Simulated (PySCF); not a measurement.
This PySCF input asks for the spin–spin couplings of Ge(vinyl)H3 (SMILES [H][Ge]([H])([H])[CH]=C); the geometry comes from PBE0-D3(BJ)/def2-SVP.

```python
import basis_set_exchange as bse
import numpy as np
from pyscf import gto, dft
from pyscf.data import nist
from pyscf.prop import ssc

atoms = """
Ge   -0.179064    0.318909   -1.282425
C    -0.196633    0.309791    0.663468
C     0.371693   -0.638076    1.413082
H    -0.707880    1.139300    1.167407
H     0.899134   -1.493975    0.976155
H     0.338465   -0.605789    2.508142
H     1.268512    0.316277   -1.810239
H    -0.896780    1.579559   -1.797540
H    -0.897437   -0.926006   -1.838060
"""
names = {"Ge": "pcSseg-1", "C": "pcJ-1", "H": "pcJ-1"}
basis = {el: gto.basis.parse(bse.get_basis(n, elements=[el], fmt="nwchem")) for el, n in names.items()}
mol = gto.M(atom=atoms, basis=basis, charge=0, verbose=0)
mf = dft.RKS(mol, xc="PBE")
mf.grids.level = 2
mf.grids.alignment = dft.numint.BLKSIZE   # the property module wants whole blocks of grid points
mf.conv_tol = 1e-9
mf.kernel()

sc = ssc.RKS(mf)
sc.with_fcsd = True   # Fermi contact and spin-dipole together
sc.max_cycle_cphf = 60
g = {"C": 1.4048236, "H": 5.58569468}   # nuclear g factors of 13C, 1H
sc.nuc_pair = [(i, j) for i in range(mol.natm) for j in range(i + 1, mol.natm)
               if mol.atom_pure_symbol(i) in g and mol.atom_pure_symbol(j) in g]
K = sc.kernel()
unit = nist.HARTREE2J / nist.PLANCK * (0.5 * nist.E_MASS / nist.PROTON_MASS) ** 2
for (i, j), k in zip(sc.nuc_pair, K):
    a, b = mol.atom_pure_symbol(i), mol.atom_pure_symbol(j)
    J = unit * g[a] * g[b] * np.trace(k) / 3
    if abs(J) >= 1:
        print("%s%d %s%d %8.1f Hz" % (a, i, b, j, J))
```

Task: What are the results?

Result: 
```
C1 C2     65.2 Hz
C1 H3    149.3 Hz
C1 H4      1.2 Hz
C1 H6      4.2 Hz
C1 H7      6.4 Hz
C1 H8      4.2 Hz
C2 H3     -3.0 Hz
C2 H4    152.3 Hz
C2 H5    153.7 Hz
C2 H6      1.5 Hz
C2 H7      8.3 Hz
C2 H8      1.4 Hz
H3 H4     20.9 Hz
H3 H5     13.8 Hz
H3 H6      2.8 Hz
H3 H7      1.1 Hz
H3 H8      2.5 Hz
H4 H5      3.1 Hz
H4 H6     -1.1 Hz
H4 H7     -1.2 Hz
H4 H8     -1.3 Hz
H5 H6     -2.1 Hz
H5 H7      2.8 Hz
H5 H8     -2.2 Hz
H6 H7      5.1 Hz
H6 H8      5.2 Hz
H7 H8      5.1 Hz
```

These numbers come from an equivalent density-fitted implementation of the same equations, which agrees with the script to about 0.1 Hz, so last digits may differ.

Size and cost of the density-fitted run: 155 basis functions, 14 s wall time on 1 thread of an Arm Neoverse V2, shared host.
